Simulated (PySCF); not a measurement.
A GIAO shielding run with PySCF (density fitting, non-relativistic, gas phase) on `[SiH2]([SiH2]SCC(C)C)[SiH3]`, C₄H₁₆SSi₃:

```
$ OMP_NUM_THREADS=1 python probes_run.py task.json out

{"job": {"kind": "nmr", "xc": "PBE0", "basis": "pcSseg-1"}, "charge": 0, "multiplicity": 1}
C     -2.167361     1.523245     0.202691
C     -2.093294     0.014567    -0.008900
C     -3.493493    -0.595843    -0.037950
C     -1.365834    -0.313866    -1.307805
S      0.381797     0.204866    -1.303153
Si     1.324521    -1.407713    -0.230898
Si     3.574301    -0.890119    -0.172066
Si     4.107740     1.327516     0.250149
H     -1.171366     1.958876     0.167275
H     -2.770665     1.984408    -0.576798
H     -2.614210     1.751098     1.167521
H     -1.534501    -0.430432     0.822478
H     -3.443840    -1.675813    -0.160239
H     -4.069663    -0.181943    -0.862995
H     -4.016605    -0.377790     0.890198
H     -1.818904     0.217298    -2.145201
H     -1.390042    -1.384608    -1.511822
H      0.665582    -1.474819     1.078410
H      0.863517    -2.613130    -0.928226
H      4.137767    -1.792436     0.846419
H      4.199030    -1.363151    -1.417228
H      3.819856     1.680278     1.644098
H      3.337202     2.235081    -0.597727
H      5.526727     1.624195     0.032792
```

Hardware: 1 thread of an Arm Neoverse N1, shared host. The job also computes population analyses, field gradients.

Question: How large is the calculation?

Answer: 98 electrons, 244 basis functions and 1360 auxiliary functions.

Question: How long does it take, and how much memory does it need?

Answer: 100 s of wall time, with 12 SCF cycles and 5 response iterations; peak memory 1.1 GiB. Times on a shared host scatter by some tens of per cent.
